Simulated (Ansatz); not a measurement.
A set of 12 reactions (ligand exchange), with CCSD(T)/CBS values in kJ/mol:

| reaction | ΔE |
| --- | --- |
| `F[CH]([SiH3])[ZnH]` + `OC(F)F` → `FC(F)[O][ZnH]` + `FC[SiH3]` | -99.7 |
| `[OH][Ga]([Br])[Br]` + CH₃OH → `C[O][Ga]([OH])[Br]` + HBr | 69.4 |
| `[CH3][Cd][F]` + HBr → `[CH3][Cd][Br]` + H–F | -105.7 |
| `C[Se][Al]([F])[F]` + `CC(C)N` → `CC(C)[NH][Al]([F])[F]` + `C[SeH]` | 24.6 |
| `F[SiH2][SiH2]Cl` + `N=C(N)S` → `N=C(S)N[SiH2]F` + `[SiH3]Cl` | -82.9 |
| `BrB1CC1` + `[OH][AlH2]` → `[AlH2][O]B1CC1` + HBr | -45.0 |
| `[F][Ti]([Cl])([Cl])[Cl]` + H₂S → `[SH][Ti]([Cl])([Cl])[Cl]` + H–F | 57.9 |
| `[NH2][GeH2][CH]=S` + `OBF` → `[NH2][GeH2][O]BF` + `C=S` | -53.6 |
| `C=CC[SiH](F)Cl` + H–F → `C=CC[SiH](F)F` + HCl | -44.2 |
| `COB(N)O[SiH3]` + HBr → `NB(Br)O[SiH3]` + CH₃OH | 30.3 |
| `[SiH3][Si]1(Cl)C=C1` + `N[SiH2]O[SiH3]` → `[SiH3]N[SiH2]O[SiH3]` + `Cl[SiH]1C=C1` | -47.4 |
| `[NH2][Sc]([NH2])[NH2]` + HCl → `[NH2][Sc]([NH2])[Cl]` + NH₃ | -132.2 |

Program: Ansatz. Geometries: PBE0-D4/def2-TZVP. ΔE: electronic, gas phase. CCSD(T)/CBS is the MP2 limit (def2-TZVPP, def2-QZVPP) plus CCSD(T) − MP2 in def2-TZVPP, frozen cores. This one scheme is used for every species. Functionals use def2-TZVPP. B3LYP here is the variant with VWN-RPA as its local correlation; programs differ in this. Elements past krypton have def2 core potentials. For Br, Cd, Ga, Ge, Sc, Se, Ti, Zn outer-core shells are correlated without core-valence functions, which leaves a few kJ/mol of doubt a bond. Scalar relativity is left out up to krypton. One conformer a species, not always the lowest.

(1) Give the mean, mean absolute and largest difference (level minus CCSD(T)/CBS, kJ/mol) for: PBE-D4, B3LYP-D4, ωB97X-V, ωB97M-V, PBE, r2SCAN, HF/def2-TZVPP, MP2/def2-TZVPP, SCS-MP2/def2-TZVPP, HF/def2-QZVPP, MP2/def2-QZVPP, SCS-MP2/def2-QZVPP, HF/CBS(def2), CCSD/CBS(def2). (Best estimate.)

The largest T1 diagnostic in the set is 0.026, for `[SH][Ti]([Cl])([Cl])[Cl]` (customary mark 0.02).

CCSD(T)/CBS is a level of theory with its own doubt, and the functionals carry their triple-zeta basis error, so these figures describe this set and don't rank the functionals.

## Answers

(1) The calculation gave: 
```
             level  mean  mean absolute  largest
            PBE-D4   8.6            9.3     22.6
          B3LYP-D4   1.8            5.5     16.1
           ωB97X-V   2.4            6.0     29.3
           ωB97M-V   1.4            4.9     21.9
               PBE   9.4           10.1     24.9
            r2SCAN   3.5            5.8     20.9
     HF/def2-TZVPP  -5.0           16.1     39.6
    MP2/def2-TZVPP  -3.0            4.1    -12.2
SCS-MP2/def2-TZVPP  -3.1            4.0     -9.9
     HF/def2-QZVPP  -5.5           16.7     40.8
    MP2/def2-QZVPP  -2.8            4.3    -16.4
SCS-MP2/def2-QZVPP  -3.0            3.4     -8.9
      HF/CBS(def2)  -5.5           16.8     41.0
    CCSD/CBS(def2)  -0.2            2.5     10.4
```
